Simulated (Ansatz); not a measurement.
Calculated with Ansatz (gas phase, PBE0-D4/def2-TZVP geometries, no zero-point term in ΔE). CCSD(T)/CBS adds triple-zeta CCSD(T) − MP2 to the extrapolated MP2 energy (def2 sets, frozen cores). This one scheme is used for every species. Functionals use def2-TZVPP. HSE06 is defined as in plane-wave codes. Elements past krypton have def2 core potentials. For In outer-core shells are correlated without core-valence functions, which leaves a few kJ/mol of doubt a bond.

Consider the hydrogenolysis of the In–N bond: `C[N](C)[InH2]` + H₂ → `[InH3]` + dimethylamine.

```
             level  ΔE (kJ/mol)  difference from CCSD(T)/CBS
         revPBE-D4          9.5                         -4.5
           PBE0-D4         -4.5                        -18.5
        r2SCANh-D4          1.1                        -12.9
          HSE06-D4         -4.4                        -18.4
           ωB97M-V         -4.5                        -18.5
               PBE         -0.1                        -14.1
            r2SCAN          3.4                        -10.6
              PBE0        -11.1                        -25.1
         CAM-B3LYP        -11.8                        -25.8
           LC-ωPBE        -13.3                        -27.3
RPA@PBE/def2-TZVPP          8.1                         -5.9
      MP2/def2-SVP          7.4                         -6.6
     CCSD/def2-SVP         -7.1                        -21.1
  CCSD(T)/def2-SVP          0.3                        -13.7
    MP2/def2-TZVPP         18.5                          4.5
     HF/def2-QZVPP        -38.6                        -52.6
       CCSD(T)/CBS         14.0                            0
```

Largest T1 diagnostic among the species: 0.017.

From BLYP to BHLYP (50 % exact exchange), in def2-TZVPP and without D4, ΔE moves by −18.3 kJ/mol. Leaving LDA and LC-ωPBE aside and taking each functional with its dispersion term where it has one, the values, not all of them listed here, spread over 22.3 kJ/mol, from B97M-V to BLYP-D4. LDA lies +8.0 kJ/mol from PBE without D4.
